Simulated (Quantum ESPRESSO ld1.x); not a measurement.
The numbers below are computed, except where a source is named.
Task: Sc VI, configuration [Ne] 3s2 3p4 (the NIST ground configuration). Code: ld1.x of Quantum ESPRESSO 7.5. Model: Dirac Kohn-Sham, relativistic LDA (MacDonald-Vosko exchange, VWN5 correlation), spin-unpolarised, spherical densities, point nucleus; open shells are shared between the two j in proportion to 2j + 1.

Spin-orbit splittings of the eigenvalues, e(l+1/2) - e(l-1/2), with zeta = 2 splitting/(2l+1) and mean radii in bohr:

| shell | occ. | splitting (eV) | zeta (eV) | <r> j=l-1/2 | <r> j=l+1/2 |
|---|---|---|---|---|---|
| 2p | 6 | ? | ? | 0.3056 | 0.3082 |
| 3p | 4 | 0.6408 | 0.4272 | 1.049 | 1.055 |
| 3d | 0 | 0.06929 | 0.02772 | 1.119 | 1.120 |
| 4p | 0 | 0.1598 | 0.1065 | 2.454 | 2.463 |

Estimate the 2p splitting.

Result: 4.640 eV (zeta = 3.093 eV).
